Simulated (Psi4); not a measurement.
hydrogen fluoride, charge +1, doublet, at a GFN2-xTB geometry (a state made from the parent by changing its charge; the spin is typed, not shown lowest); Psi4 with CCSD(T)/6-31G**.

Psi4 was given this input:
```
memory 2 GB

molecule {
1 2
  F    -0.00000000   -0.00000000   -0.10443316
  H     0.00000000    0.00000000    0.93989843
}

set basis 6-31g**
set reference uhf
set freeze_core true
set mp2_type conv
set scf_type pk
set puream true
set d_convergence 1e-8

energy('ccsd(t)')
print_variables()
```

Task: Write the output that Psi4 gives for this input, abridged.

Result: 
```
   => Loading Basis Set <=

    Name: 6-31G**
    Role: ORBITAL
    Keyword: BASIS

         ---------------------------------------------------------
                                   SCF
               by Justin Turney, Rob Parrish, Andy Simmonett
                          and Daniel G. A. Smith
                              UHF Reference
         ---------------------------------------------------------

  ==> Geometry <==

    Molecular point group: c2v
    Full point group: C_inf_v

    Geometry (in Angstrom), charge = 1, multiplicity = 2:

       Center              X                  Y                   Z               Mass
    ------------   -----------------  -----------------  -----------------  -----------------
         F            0.000000000000     0.000000000000    -0.052608793027    18.998403162730
         H            0.000000000000     0.000000000000     0.991722796973     1.007825032230

  Running in c2v symmetry.

  Rotational constants: A = ************  B =     16.15038  C =     16.15038 [cm^-1]
  Rotational constants: A = ************  B = 484176.09840  C = 484176.09840 [MHz]
  Nuclear repulsion =    4.560424046954282

  Charge       = 1
  Multiplicity = 2
  Electrons    = 9
  Nalpha       = 5
  Nbeta        = 4

  ==> Algorithm <==

  SCF Algorithm Type is PK.
  DIIS enabled.
  MOM disabled.
  Fractional occupation disabled.
  Guess Type is SAD.
  Energy threshold   = 1.00e-08
  Density threshold  = 1.00e-08
  Integral threshold = 1.00e-12

  ==> Primary Basis <==

  Basis Set: 6-31G**
    Blend: 6-31G**
    Number of shells: 9
    Number of basis functions: 19
    Number of Cartesian functions: 20
    Spherical Harmonics?: true
    Max angular momentum: 2

  ==> Integral Setup <==

  Using in-core PK algorithm.
   Calculation information:
      Number of atoms:                   2
      Number of AO shells:               9
      Number of primitives:             20
      Number of atomic orbitals:        20
      Number of basis functions:        19

      Integral cutoff                 1.00e-12
      Number of threads:                 1

  Performing in-core PK
  Using 36290 doubles for integral storage.
  We computed 1035 shell quartets total.
  Whereas there are 1035 unique shell quartets.

  ==> DiskJK: Disk-Based J/K Matrices <==

    J tasked:                  Yes
    K tasked:                  Yes
    wK tasked:                  No
    Schwarz Cutoff:          1E-12

  Minimum eigenvalue in the overlap matrix is 6.5713487436E-02.
  Reciprocal condition number of the overlap matrix is 2.3680684088E-02.
    Using symmetric orthogonalization.

  ==> Pre-Iterations <==

  SCF Guess: Superposition of Atomic Densities via on-the-fly atomic UHF (no occupation information).

   -------------------------
    Irrep   Nso     Nmo
   -------------------------
     A1        10      10
     A2         1       1
     B1         4       4
     B2         4       4
   -------------------------
    Total      19      19
   -------------------------

  ==> Iterations <==

                        Total Energy        Delta E     RMS |[F,P]|

   @UHF iter SAD:   -99.51774039696167   -9.95177e+01   0.00000e+00
   @UHF iter   1:   -99.44337198949145    7.43684e-02   3.18621e-02 ADIIS/DIIS
   @UHF iter   2:   -99.48734909287684   -4.39771e-02   1.04195e-02 ADIIS/DIIS
   @UHF iter   3:   -99.49210433574964   -4.75524e-03   2.20145e-03 ADIIS/DIIS
   @UHF iter   4:   -99.49243859117728   -3.34255e-04   6.93762e-04 ADIIS/DIIS
   @UHF iter   5:   -99.49250647707021   -6.78859e-05   2.79592e-04 ADIIS/DIIS
   @UHF iter   6:   -99.49252295157046   -1.64745e-05   9.05641e-05 DIIS
   @UHF iter   7:   -99.49252497014393   -2.01857e-06   1.54409e-05 DIIS
   @UHF iter   8:   -99.49252501340402   -4.32601e-08   2.56855e-06 DIIS
   @UHF iter   9:   -99.49252501410305   -6.99032e-10   3.19176e-07 DIIS
   @UHF iter  10:   -99.49252501411397   -1.09139e-11   3.28415e-08 DIIS
[...]
  @UHF Final Energy:   -99.49252501411412
    Total Energy =                        -99.4925250141141220
[...]
              1   1         0.0061349124
              0   4         0.0039052456
              1   5        -0.0031967380
              0   5         0.0028738280
              0   1         0.0023496772
              1   3        -0.0023199526
              0   2        -0.0020572582
              1   4         0.0011439626

    Largest TIJAB Amplitudes:
      3   2  11   8        -0.0240271543
      3   2   7   4        -0.0176902164
      3   1  11   2        -0.0170308377
      2   1   8   2        -0.0167208119
      2   1   8   0         0.0164841816
      3   1  11   0         0.0163184469
      2   1   8   1         0.0126421834
      3   1  11   1         0.0124780126
      3   0  11   3        -0.0108054955
      2   0   8   3        -0.0107204222

    Largest Tijab Amplitudes:
      2   1   8   0         0.0170761561
      2   1   8   2        -0.0166638172
      2   0  11   7        -0.0144192572
      2   1   8   1         0.0127863256
      1   0  13  11         0.0124160668
      2   0   8   3        -0.0103168607
      2   1   9   1        -0.0089837595
      1   0   2   0        -0.0088492570
      2   1   9   4         0.0082889323
      1   0   3   2         0.0082800429

    Largest TIjAb Amplitudes:
      1   1   0   0        -0.0437090804
      2   2   8   8        -0.0428545623
      3   2  11   8        -0.0310584604
      1   1   0   1        -0.0306401434
      1   1   1   0        -0.0302869252
      1   1   1   1        -0.0300241726
      1   1   2   2        -0.0279971033
      3   0   4  11        -0.0273973293
      2   0   7  11         0.0269600436
      2   1   8   2        -0.0234783322

    SCF energy       (wfn)                    =  -99.492525014114122
    Reference energy (file100)                =  -99.492525014114079

    Opposite-spin MP2 correlation energy      =   -0.097484660761382
    Same-spin MP2 correlation energy          =   -0.032178731420620
    Singles MP2 correlation energy            =   -0.000000000000000
    MP2 correlation energy                    =   -0.129663392182002
      * MP2 total energy                      =  -99.622188406296075

    Opposite-spin CCSD correlation energy     =   -0.110982961388994
    Same-spin CCSD correlation energy         =   -0.030762036949750
    Singles CCSD correlation energy           =    0.000000000000000
    CCSD correlation energy                   =   -0.141744998338744
      * CCSD total energy                     =  -99.634270012452816

            **************************
            *                        *
            *        CCTRIPLES       *
            *                        *
            **************************

    Wave function   =    CCSD_T
    Reference wfn   =      UHF

    Nuclear Rep. energy (wfn)                =    4.560424046954282
    SCF energy          (wfn)                =  -99.492525014114122
    Reference energy    (file100)            =  -99.492525014114079
    CCSD energy         (file100)            =   -0.141744998338744
    Total CCSD energy   (file100)            =  -99.634270012452816

    Number of ijk index combinations:
    Spin Case AAA:                                   4
    Spin Case BBB:                                   1
    Spin Case AAB:                                  18
    Spin Case ABB:                                  12
    AAA (T) energy                             =   -0.000047800954320
    BBB (T) energy                             =   -0.000008159087835
    AAB (T) energy                             =   -0.001031329772428
    ABB (T) energy                             =   -0.000650546586834
    (T) energy                                   =   -0.001737836401417
      * CCSD(T) total energy                     =  -99.636007848854234

  Variable Map:
  ----------------------------------------------------------------------------
[...]
  Array Variable Map:
  ----------------------------------------------------------------------------
[...]
[...]
```
